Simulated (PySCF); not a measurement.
**The third ionisation energy along group 15**

All values are computed (PySCF 2.14, energy differences of UHF-based or UKS calculations, no spin-orbit coupling). Values in eV. The last column holds reference values (NIST; (s) semi-empirical, (t) theoretical, else measured). Unmarked ones compare directly (S terms, centres of terms, or small fine structure); those marked * lie between the lowest fine-structure levels and include a spin-orbit shift.

```json
{"element": "N (aug-cc-pwCVTZ, non-relativistic)", "configurations": "[He] 2s2 2p1 → [He] 2s2", "SCS-MP2 (valence)": "47.417", "CCSD (valence)": "47.227", "PBE": "47.994", "PBE0": "47.978", "r2SCAN": "48.198", "SCS-MP2 (valence and next inner shell)": "47.463", "reference": "47.445 (s) *"}
{"element": "P (aug-cc-pwCVTZ, non-relativistic)", "configurations": "[Ne] 3s2 3p1 → [Ne] 3s2", "SCS-MP2 (valence)": "29.876", "CCSD (valence)": "30.013", "PBE": "30.238", "PBE0": "30.261", "r2SCAN": "30.374", "SCS-MP2 (valence and next inner shell)": "29.913", "reference": "30.203 *"}
{"element": "As (aug-cc-pwCVTZ-PP with ECP10MDF, ECP)", "configurations": "[Ar] 3d10 4s2 4p1 → [Ar] 3d10 4s2", "SCS-MP2 (valence)": "27.752", "CCSD (valence)": "27.840", "PBE": "27.987", "PBE0": "28.043", "r2SCAN": "28.280", "SCS-MP2 (valence and next inner shell)": "27.903", "reference": "28.349 ± 0.012 *"}
{"element": "Sb (aug-cc-pwCVTZ-PP with ECP28MDF, ECP)", "configurations": "[Kr] 4d10 5s2 5p1 → [Kr] 4d10 5s2", "SCS-MP2 (valence)": "24.379", "CCSD (valence)": "24.456", "PBE": "24.714", "PBE0": "24.749", "r2SCAN": "24.892", "SCS-MP2 (valence and next inner shell)": "24.555", "reference": "25.323 *"}
{"element": "Bi (aug-cc-pwCVTZ-PP with ECP60MDF, ECP)", "configurations": "[Xe] 4f14 5d10 6s2 6p1 → [Xe] 4f14 5d10 6s2", "SCS-MP2 (valence)": "23.260", "CCSD (valence)": "23.323", "PBE": "23.644", "PBE0": "23.672", "r2SCAN": "23.743", "SCS-MP2 (valence and next inner shell)": "23.474", "reference": "25.571 *"}
```

"Valence" correlates the outer s and p shells and, in groups 3 to 12 and the f block, the outer d or f shell, open or full, or the next shell where the ion has no valence electron left; the wider scheme adds the next inner shell.
